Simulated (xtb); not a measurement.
[Mo(NH2)(CH3)5] (charge 0, multiplicity 1), GFN2-xTB run with xtb. Convergence was not reached.

```
xtb start.xyz --ohess tight --gfn 2 --chrg 0 --uhf 0 --iterations 400

# start.xyz
24

Mo     0.000000     0.000000     0.000000
N      0.336525    -2.019430     0.756279
H     -0.558434    -2.491520     0.849235
H      0.724132    -1.961513     1.693761
C      0.364789     0.824953     2.040525
H      0.770745     1.839924     1.990219
H      1.078910     0.208250     2.594788
H     -0.561202     0.865602     2.622235
C     -2.173925    -0.188209     0.464747
H     -2.419826     0.301212     1.412110
H     -2.471789    -1.238079     0.545673
H     -2.786802     0.272102    -0.316274
C     -0.344030     2.064293    -0.773111
H     -1.255189     2.498432    -0.350252
H     -0.449101     2.066466    -1.862355
H      0.489159     2.726292    -0.518060
C     -0.364780    -0.824981    -2.040515
H     -1.337979    -0.507681    -2.427429
H     -0.350455    -1.919166    -2.033303
H      0.400012    -0.487030    -2.746475
C      2.173932     0.188270    -0.464687
H      2.395533     1.149653    -0.938116
H      2.502639    -0.601878    -1.146682
H      2.780271     0.117205     0.443498
```

The last lines of the output:

```
      12    278.36    -0.46025 ( 99.90%)    -0.54787 (  0.10%)    -0.46034
      13    298.29    -0.42530 ( 99.92%)    -0.52740 (  0.08%)    -0.42538
   ------------------------------------------------------------------------

   temp. (K)  partition function   enthalpy   heat capacity  entropy
                                   cal/mol     cal/K/mol   cal/K/mol   J/K/mol
 298.15  VIB  0.657E+04             7289.465     47.982     41.853
         ROT  0.422E+06              888.752      2.981     28.720
         INT  0.277E+10             8178.217     50.962     70.573
         TR   0.248E+28             1481.254      4.968     41.567
         TOT                        9659.4709    55.9306   112.1408   469.1970

       T/K    H(0)-H(T)+PV         H(T)/Eh          T*S/Eh         G(T)/Eh
   ------------------------------------------------------------------------
    298.15    0.153933E-01    0.214343E+00    0.532817E-01    0.161062E+00
   ------------------------------------------------------------------------

         :::::::::::::::::::::::::::::::::::::::::::::::::::::
         ::                  THERMODYNAMIC                  ::
         :::::::::::::::::::::::::::::::::::::::::::::::::::::
         :: total free energy         -24.116014829382 Eh   ::
         ::.................................................::
         :: total energy              -24.277076475122 Eh   ::
         :: zero point energy           0.198949998010 Eh   ::
         :: G(RRHO) w/o ZPVE           -0.037888352270 Eh   ::
         :: G(RRHO) contrib.            0.161061645740 Eh   ::
         :::::::::::::::::::::::::::::::::::::::::::::::::::::

optimized geometry written to: xtbopt.xyz

           -------------------------------------------------
          | TOTAL ENERGY              -24.277076475122 Eh   |
          | TOTAL ENTHALPY            -24.062733130330 Eh   |
          | TOTAL FREE ENERGY         -24.116014829382 Eh   |
          | GRADIENT NORM               0.002226327615 Eh/α |
          | HOMO-LUMO GAP               2.281676675992 eV   |
           -------------------------------------------------
########################################################################
[WARNING] Runtime exception occurred
-1- hessian_numhess: Hessian on incompletely optimized geometry!
########################################################################

------------------------------------------------------------------------
```
